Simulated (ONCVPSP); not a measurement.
# PW91 ONCV dataset for hydrogen, scalar-relativistic all-electron reference.

ONCVPSP 4.0.1 was run on this input:

```
# ATOM AND REFERENCE CONFIGURATION
# atsym  z   nc   nv     iexc    psfile
  H 1.00    0    1  -109134      upf
#
#   n    l    f
    1    0    1.00
#
# PSEUDOPOTENTIAL AND OPTIMIZATION
# lmax
    1
#
#   l,   rc,      ep,       ncon, nbas, qcut
    0    1.25    0.00    4    7    4.70
    1    1.10    0.23    4    7    7.50
#
# LOCAL POTENTIAL
# lloc, lpopt,  rc(5),   dvloc0
    4    5    0.90    3.00
#
# VANDERBILT-KLEINMAN-BYLANDER PROJECTORs
# l, nproj, debl
    0    2    1.60
    1    2    0.50
#
# MODEL CORE CHARGE
# icmod, fcfact, rcfact
    0    0.00    0.00
#
# LOG DERIVATIVE ANALYSIS
# epsh1, epsh2, depsh
   -2.00    5.00    0.02
#
# OUTPUT GRID
# rlmax, drl
    6.00    0.01
#
# TEST CONFIGURATIONS
# ncnf
    1
# nvcnf
#   n    l    f
    1
    1    0    0.50
#
```

Command:

```bash
oncvpsp.x < H.dat > H.out
```

The program printed (shortened: citation, most of the input echo, consistency checks and plot data are left out):

```
ONCVPSP  (Optimized Norm-Conservinng Vanderbilt PSeudopotential)
scalar-relativistic version 4.0.1

#   n    l    f        energy (Ha)
    1    0    1.00    -2.4053592E-01

Reference configufation results
  iterations    21
  all-electron total energy (Ha)   -4.60296608D-01

Begin loop to  construct optimized pseudo wave functions
and semi-local pseudopoentials for all angular momenta

   Wellstate for l =  0  n =  3
     eigenvalue =   1.3595
     asymptotic potential =   1.8595
     half-point radius =  4.1663

Calculating optimized projector #   1

 for l=   0

    Fraction of norm inside rc  0.417824
    Optimizing pswf for qcut=   4.69 a_B^-1,  ecut=  10.98 Ha
    Residual kinetic energy error=  1.83D-03 Ha

    Energy error per electron        Cutoff
         Ha          eV             Ha
         0.01000     0.27211        6.66
         0.00100     0.02721       13.08
         0.00010     0.00272       63.79
         0.00001     0.00027       79.55

Calculating optimized projector #   2

 for l=   0

    Fraction of norm inside rc  0.099204
    Optimizing pswf for qcut=   4.69 a_B^-1,  ecut=  10.98 Ha
    Residual kinetic energy error=  2.52D-03 Ha

    Energy error per electron        Cutoff
         Ha          eV             Ha
         0.01000     0.27211        7.49
         0.00100     0.02721       13.20
         0.00010     0.00272       29.18
         0.00001     0.00027       63.25

   Wellstate for l =  1  n =  2
     eigenvalue =   0.2300
     asymptotic potential =   0.7300
     half-point radius =  5.1471

   Wellstate for l =  1  n =  3
     eigenvalue =   0.7300
     asymptotic potential =   1.2300
     half-point radius =  5.3754

Calculating optimized projector #   1

 for l=   1

    Fraction of norm inside rc  0.018201
    Optimizing pswf for qcut=   7.52 a_B^-1,  ecut=  28.24 Ha
    Residual kinetic energy error=  4.48D-07 Ha

    Energy error per electron        Cutoff
         Ha          eV             Ha
         0.01000     0.27211        1.26
         0.00100     0.02721        3.29
         0.00010     0.00272        8.65
         0.00001     0.00027       16.59

Calculating optimized projector #   2

 for l=   1

    Fraction of norm inside rc  0.036811
    Optimizing pswf for qcut=   7.52 a_B^-1,  ecut=  28.24 Ha
    Residual kinetic energy error=  1.11D-06 Ha

    Energy error per electron        Cutoff
         Ha          eV             Ha
         0.01000     0.27211        2.24
         0.00100     0.02721        5.31
         0.00010     0.00272       11.90
         0.00001     0.00027       20.46

Construct Vanderbilt / Kleinmman-Bylander projectors

B matrix Hermiticity error, ll=   0
   1   2   -2.5529E-05

  Orthonormal projector coefficients -3.7900E+00 -1.6039E+00

B matrix Hermiticity error, ll=   1
   1   2    7.8543E-07

  Orthonormal projector coefficients -6.1759E+00 -1.5261E+00

Pseudoatom total energy   -0.459368

Diagnostic tests using Vanderbilt-Kleinman-Bylander pseudopotentials
  1 or more projectors used as specified by nproj input data

   l    rcore       rmatch      e in        delta e   norm test  slope test

   0   1.2512710   1.2892623  -0.2405359  -0.0000016   1.0000103   1.0000212
   0   1.2512710   1.2892623   1.3594641  -0.0000001   1.0000566   1.0000566

   1   1.1035545   1.1370608   0.2300000   0.0000025   1.0000258   1.0000258
   1   1.1035545   1.1370608   0.7300000   0.0000067   1.0000303   1.0000303

 Testing for bound ghosts
   n   l    E NL Schr. Eq   E Basis Diag.   E Cutoff

   1   0       -0.240538       -0.207209    119.34

 Testing for highly-localized positive-energy ghosts
       l    <radius>/rc     E Basis Diag.   E Cutoff

Test configuration 0

   n   l     f        eae           eps        diff
   1   0  1.0000   -0.24053592   -0.24053752   -1.60D-06

    Total energies and differences
      AE_ref= -4.60296608D-01  AE_tst= -4.60296608D-01  dif=  0.00D+00
      PS_ref= -4.59368023D-01  PS_tst= -4.59368023D-01  dif=  2.11D-15
      PSP excitation error= -2.11D-15

Test configuration 1

   n   l     f        eae           eps        diff
   1   0  0.5000   -0.46788006   -0.46712826    7.52D-04

    Total energies and differences
      AE_ref= -4.60296608D-01  AE_tst= -2.84326696D-01  dif=  1.76D-01
      PS_ref= -4.59368023D-01  PS_tst= -2.83543803D-01  dif=  1.76D-01
      PSP excitation error=  1.46D-04
```

The run took about 1.2 s on one core of a shared server CPU.
